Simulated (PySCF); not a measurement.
Input file for PySCF: R-B3LYP/3-21G on CH3F2Ga (SMILES [CH3][Ga]([F])[F]), a point of a torsion scan.

```python
from pyscf import gto, scf, dft, mp
from pyscf.data.elements import chemcore

mol = gto.M(
    atom='''
    C    -1.00244472   -0.09429102   -0.00154201
    Ga    1.01472854    0.03622589   -0.11169346
    F     2.04734795    0.61559470    1.17963430
    F     1.98472451   -0.40936908   -1.50077042
    H    -1.30783613    0.25366648    0.98202225
    H    -1.29397084   -1.13096870   -0.15408869
    H    -1.43552797    0.52502866   -0.78379266
    ''',
    basis='3-21g',
    charge=0, spin=0, verbose=3, max_memory=1800)
mf = dft.RKS(mol, xc='b3lyp')
mf.conv_tol = 1e-8
mf.max_cycle = 100
mf.kernel()
if not mf.converged:
    mf = mf.newton().run(mf.mo_coeff, mf.mo_occ)
```

It printed:

```
converged SCF energy = -2153.87103640916
```

The calculation finished and met its thresholds.

Cost: about 17 core-seconds (a rough figure).
